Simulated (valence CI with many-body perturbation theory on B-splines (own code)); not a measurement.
## Zn²⁴⁺: electric-dipole lines

Computed by configuration interaction combined with many-body perturbation theory (CI+MBPT): four valence electrons over a frozen Dirac-Fock core [He], radial functions for each j: 11 s, 11 p, 10 d, 8 f, 5 g, 2 h, with the one-electron correlation potential Σ1, the two-electron term Σ2, the three-electron term Σ3, Breit, model QED; selected CI, second order for the rest, scaled by the run's own slope (own B-spline code, finite nucleus).

No measured spectrum was set against this ion. As an estimate, levels of excited configurations hold to 0.05 to 0.15 % of their energy, terms of the ground configuration to about 0.5 %. Among the levels kept, up to 1000 cm⁻¹ of a level comes from second order outside the variational space, and about a tenth of that is noise between levels of different J, which matters for small intervals.

Lines 101 to 150 of 536 in falling wavelength, among levels below 118.99 Ry, chosen from the strongest by gf and those to the six lowest levels. Wavelengths and rates use the calculated energies, so an error of 700 cm⁻¹ moves a line at 32.65 nm by 0.23 % and its rate by three times that or more. Electric multipoles are in the length gauge, E1 and E2 with the static RPA response of the core. Weak lines are less certain than strong ones. Lines between different terms over intervals too small for the method are left out, as are lines whose strength nearly cancels. Where a level lies close to another of its J and parity, the split of strength between their lines is uncertain. The highest levels of a list are the least certain.

Names give the largest LS component (configuration and term), which can be under half, so a name can repeat, a term be missing and a line seem to break the LS rules; names also repeat where a configuration has a term twice. Letters in brackets count levels of one name in rising energy.

```
λ vac (nm)                Upper                Lower   A (s⁻¹)  S (a.u.)
     32.65   2s2 2p 3p 3P_1 [a]      2s2 2p 3s 3P°_0  2.51e+09  1.29e-01
     32.62   2s 2p2 3d 3P_2 [a]  2s 2p2 3p 5D°_1 [b]  1.89e+09  1.62e-01
     32.25  2s 2p2 3p 3P°_2 [b]       2s 2p2 3s 1D_2  1.89e+09  1.57e-01
     31.86      2s 2p2 3p 5S°_2       2s 2p2 3s 5P_3  3.66e+09  2.92e-01
     31.67      2p3 3p 3P_2 [b]         2p3 3s 3D°_3  3.50e+09  2.75e-01
     30.86  2s 2p2 3p 1D°_2 [b]       2s 2p2 3s 1P_1  3.29e+09  2.38e-01
     29.86       2s2 2p 3p 1D_2      2s2 2p 3s 1P°_1  4.15e+09  2.73e-01
     29.03  2s 2p2 3p 3P°_1 [b]       2s 2p2 3s 3D_1  4.15e+09  1.50e-01
     28.29          2p3 3p 1D_2         2p3 3s 1D°_2  6.95e+09  3.88e-01
     27.68  2s 2p2 3p 3D°_3 [a]       2s 2p2 3s 5P_3  1.76e+09  1.29e-01
     27.55  2s 2p2 3p 1P°_1 [b]       2s 2p2 3s 1P_1  3.66e+09  1.13e-01
     27.25      2p3 3p 3P_1 [b]         2p3 3s 3D°_1  3.81e+09  1.14e-01
     26.81  2s 2p2 3p 3P°_2 [b]       2s 2p2 3s 3D_3  2.17e+09  1.03e-01
     25.95      2p3 3p 3P_1 [b]         2p3 3s 3D°_2  3.64e+09  9.42e-02
     24.46  2s 2p2 3p 1P°_1 [c]       2s 2p2 3s 1P_1  4.00e+09  8.67e-02
     20.08          2p3 3p 3D_3  2s 2p2 3p 1D°_2 [b]  2.15e+09  6.02e-02
     17.29          2p3 3p 3F_4  2s 2p2 3p 3D°_3 [c]  3.40e+09  7.81e-02
     17.22         2p3 3s 3D°_3   2s 2p2 3s 3P_2 [b]  7.67e+09  1.35e-01
     14.83         2s 2p3 3D°_3         2s2 2p2 1D_2  1.99e+09  2.25e-02
     14.70             2p4 3P_2         2s 2p3 3S°_1  6.71e+09  5.26e-02
     14.60             2p4 1D_2         2s 2p3 1P°_1  6.15e+09  4.72e-02
     13.82          2p3 3p 3F_3  2s 2p2 3p 3D°_2 [c]  5.83e+09  5.31e-02
     13.28      2s 2p2 3p 1F°_3       2s2 2p 3p 1D_2  7.79e+09  6.30e-02
     13.02         2p3 3s 3D°_2   2s 2p2 3s 3P_1 [b]  1.43e+10  7.82e-02
     12.40          2p3 3p 1F_3      2s 2p2 3p 1F°_3  7.67e+09  5.05e-02
     12.25         2p3 3d 3F°_2   2s 2p2 3d 3F_2 [b]  1.00e+10  4.55e-02
     12.16         2p3 3s 3D°_2       2s 2p2 3s 3D_3  8.95e+09  3.97e-02
     12.06       2s 2p2 3d 3G_5      2s2 2p 3d 3F°_4  5.10e+09  4.85e-02
     12.02       2s 2p2 3s 3D_3      2s2 2p 3s 3P°_2  1.20e+10  7.23e-02
     12.02          2p3 3p 3D_3  2s 2p2 3p 3D°_3 [b]  7.10e+09  4.26e-02
     11.87      2s 2p2 3p 3F°_4       2s2 2p 3p 3D_3  6.55e+09  4.86e-02
     11.83         2p3 3s 1D°_2       2s 2p2 3s 1D_2  2.76e+10  1.13e-01
     11.80          2p3 3p 3F_3      2s 2p2 3p 3F°_3  1.04e+10  5.91e-02
     11.77          2p3 3p 3F_4      2s 2p2 3p 3F°_4  1.61e+10  1.17e-01
     11.76          2p3 3p 3D_3      2s 2p2 3p 1F°_3  7.49e+09  4.21e-02
     11.54             2p4 1D_2         2s 2p3 1D°_2  3.95e+10  1.50e-01
     11.54             2p4 3P_1         2s 2p3 3S°_1  2.23e+10  5.08e-02
     11.40         2p3 3s 3D°_3       2s 2p2 3s 3D_3  1.66e+10  8.49e-02
     11.35         2p3 3s 3P°_2   2s 2p2 3s 3P_2 [b]  3.69e+10  1.33e-01
     11.30         2s 2p3 3D°_3         2s2 2p2 3P_2  8.00e+09  3.99e-02
     11.29         2s 2p3 3D°_2         2s2 2p2 3P_1  1.33e+10  4.72e-02
     11.20         2p3 3s 1P°_1       2s 2p2 3s 1P_1  2.35e+10  4.89e-02
     11.19         2p3 3d 3D°_3   2s 2p2 3d 3F_4 [a]  1.74e+10  8.41e-02
     11.11      2p3 3p 3P_2 [a]  2s 2p2 3p 3D°_3 [a]  1.21e+10  4.09e-02
     11.03          2p3 3p 5P_2      2s 2p2 3p 5P°_3  1.09e+10  3.61e-02
     10.97         2p3 3d 5D°_3       2s 2p2 3d 5D_4  1.70e+10  7.74e-02
     10.96          2p3 3p 3F_4      2s 2p2 3p 3F°_3  5.57e+09  3.26e-02
     10.89         2p3 3d 3D°_2   2s 2p2 3d 3F_3 [b]  1.17e+10  3.72e-02
     10.85         2p3 3s 3D°_3       2s 2p2 3s 3D_2  9.44e+09  4.16e-02
     10.80          2p3 3p 5P_3      2s 2p2 3p 5D°_4  1.44e+10  6.25e-02
```
